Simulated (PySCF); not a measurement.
**Calculated NMR data**

Theory: geometry: GFN2-xTB, shieldings: GIAO PBE0/pcSseg-1, in PySCF (non-relativistic Hamiltonian, one computed conformer, isolated molecule, rapidly exchanging positions averaged).

Scale: 1H (σ = 31.72 ppm) and 13C (σ = 186.93 ppm) vs TMS (reference shieldings calculated alike). Where no couplings were computed, multiplicities follow the n + 1 count of equivalent neighbours, and m marks all less simple cases (inequivalent or close neighbours, rings, F or P nearby). Shifts are as computed. Against solution values, carbons near 30 ppm lie about +3 ppm off and those near 130 ppm about +5 ppm. Of 1211 compounds with measured shifts, 218 miss one by over three times the rms of a fit or turn the order of signals round; such compounds aren't used in these exercises.

**1.** `CC#CC1=COC=CO1`, C7H6O2. 1H NMR (500 MHz, computed): δ 5.79 (s, 1H), 5.52 (m, 1H), 5.40 (m, 1H), 2.15 (s, 3H). 13C{1H} NMR (computed): δ 141.2 (CH), 135.0 (CH), 131.9 (CH), 129.9 (C), 101.1 (C), 77.9 (C), 5.6 (CH3).

**2.** SMILES C=C[C@@H]1[C@@H]2C[C@H]1[C@@H](C=C)C2, C10H14. 1H NMR (500 MHz, computed): δ 6.33 (m, 1H), 6.22 (m, 1H), 5.50 (m, 1H), 5.47 (m, 1H), 5.46 (m, 1H), 5.27 (m, 1H), 2.50 (m, 1H), 2.35 (m, 1H), 2.24 (m, 1H), 2.17 (m, 1H), 2.07 (m, 1H), 2.05 (m, 1H), 1.43 (m, 1H), 1.12 (m, 1H). 13C{1H} NMR (computed): δ 151.5, 146.5, 121.1, 120.1, 58.2, 48.5, 47.5, 43.7, 39.5, 33.2.
